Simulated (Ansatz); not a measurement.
Reactions of C2H6BNO (`OB1CCN1`).

Calculated with Ansatz (gas phase, PBE0-D4/def2-TZVP geometries, no zero-point term in ΔE). CCSD(T)/CBS adds triple-zeta CCSD(T) − MP2 to the extrapolated MP2 energy (def2 sets, frozen cores). This one scheme is used for every species, atoms too. Functionals use def2-TZVPP. B3LYP here is the variant with VWN-RPA as its local correlation; programs differ in this. Open shells (•) are unrestricted, without spin–orbit coupling. Spin–orbit coupling would lower the free atoms: a little for B, C, O. One conformer a species, not always the lowest.

| reaction | B3LYP-D4 (kJ/mol) | ωB97X-V (kJ/mol) | CCSD(T)/CBS(def2) (kJ/mol) |
| --- | --- | --- | --- |
| `OB1CCN1` + H₂ → `B1CCN1` + H₂O | 99 | 96 | 92 |
| `OB1CCN1` + `O[SiH2]S[SiH3]` → `B1CCN1` + `O[SiH](O)S[SiH3]` | 7 | 6 | 2 |
| `OB1CCN1` → `NB1CCO1` | -4 | -5 | -1 |
| `OB1CCN1` → `BNC(C)=O` | 70 | 83 | 91 |
| `OB1CCN1` → B• + 2 C• + 6 H• + N• + O• | 4557 | 4561 | 4538 |
| `OB1CCN1` → `BOC(=C)N` | 160 | 182 | 181 |
| `OB1CCN1` → `CC1OB1N` | 55 | 61 | 66 |

Largest T1 diagnostic: 0.015, for `BNC(C)=O`.
